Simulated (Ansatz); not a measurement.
System: C3H8BO, charge 0, multiplicity 2. It need not be the lowest isomer of its formula. 
Coordinates optimised at B3LYP-D3(BJ)/def2-TZVP (Ansatz, a quantum-chemistry and plane-wave program):
```
B
O 1 1.3810
C 2 1.3486 1 125.69
H 3 1.0773 2 115.81 1 180.00
H 3 1.0793 4 123.75 2 180.00
C 1 1.5669 2 115.95 3 180.00
H 6 1.0903 1 113.43 2 0.00
H 6 1.0957 7 108.49 1 -123.05
H 6 1.0957 7 108.49 8 -113.91
C 1 1.5739 2 120.74 3 0.00
H 10 1.0901 1 112.43 2 -180.00
H 10 1.0955 11 107.72 1 123.03
H 10 1.0955 11 107.72 12 113.94
```
Charge 0, spin multiplicity 2.

Computed values are from Ansatz. Cores are frozen in the correlated levels unless marked. Open shells are spin-unrestricted. Spin-orbit coupling is left out. No relativistic terms. Basis-set limits of correlation are two-point, X^-3; Hartree-Fock from the larger set. [CCSD(T)-MP2]/basis is that difference in the basis named.

### Question
What is the atomisation energy De at RI-MP2/CBS(cc-pVTZ,cc-pVQZ)+[CCSD(T)-MP2]/cc-pVTZ?

### Answer
1222.9 kcal/mol.

### Question
What is the T1 diagnostic at CCSD/cc-pVTZ?

### Answer
0.015.

### Question
What is the dipole moment at CCSD(T)/aug-cc-pVDZ?

### Answer
0.85 D.

### Question
What is the total energy at RI-MP2/CBS(cc-pVTZ,cc-pVQZ)+[CCSD(T)-MP2]/cc-pVTZ?

### Answer
-218.9309 Eh.
